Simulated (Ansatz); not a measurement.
One change: `F[C@@H]1C=C[C@H]1F` becomes `FC1C=CC1(F)F`.

Ansatz, PBE0-D4/def2-TZVP geometries, multiplicity 1. 

```json
{"property": "LUMO energy (PBE0/def2-TZVPP) / eV", "`F[C@@H]1C=C[C@H]1F`": "-0.69"}
{"property": "size of the dipole moment (ωB97M-V/def2-TZVPP) / D", "`F[C@@H]1C=C[C@H]1F`": "1.99"}
{"property": "zero-point energy (PBE0-D4/def2-TZVP) / kJ/mol", "`F[C@@H]1C=C[C@H]1F`": "189.1"}
{"property": "HOMO energy (B3LYP/def2-TZVPP) / eV", "`F[C@@H]1C=C[C@H]1F`": "-8.24"}
{"property": "HOMO–LUMO gap (PBE/def2-TZVPP) / eV", "`F[C@@H]1C=C[C@H]1F`": "5.56"}
{"property": "HOMO–LUMO gap (ωB97M-V/def2-TZVPP) / eV", "`F[C@@H]1C=C[C@H]1F`": "12.17"}
```

Q: Give the same properties after the change, and the shifts. (Estimate.)

A: Ansatz gave: 
```json
{"property": "LUMO energy (PBE0/def2-TZVPP) / eV", "`FC1C=CC1(F)F`": "-1.02", "shift": "-0.33"}
{"property": "size of the dipole moment (ωB97M-V/def2-TZVPP) / D", "`FC1C=CC1(F)F`": "3.05", "shift": "1.06"}
{"property": "zero-point energy (PBE0-D4/def2-TZVP) / kJ/mol", "`FC1C=CC1(F)F`": "168.2", "shift": "-20.9"}
{"property": "HOMO energy (B3LYP/def2-TZVPP) / eV", "`FC1C=CC1(F)F`": "-8.65", "shift": "-0.41"}
{"property": "HOMO–LUMO gap (PBE/def2-TZVPP) / eV", "`FC1C=CC1(F)F`": "5.37", "shift": "-0.19"}
{"property": "HOMO–LUMO gap (ωB97M-V/def2-TZVPP) / eV", "`FC1C=CC1(F)F`": "12.31", "shift": "0.14"}
```

With PBE0 the HOMO falls by 0.40 eV and the LUMO falls by 0.33 eV, so the gap widens by about 0.07 eV. PBE moves the HOMO by -0.13 eV and ωB97M-V by -0.44 eV. Dipoles are sizes alone; their direction can turn.

B3LYP here is the variant with VWN-RPA as its local correlation; programs differ in this.
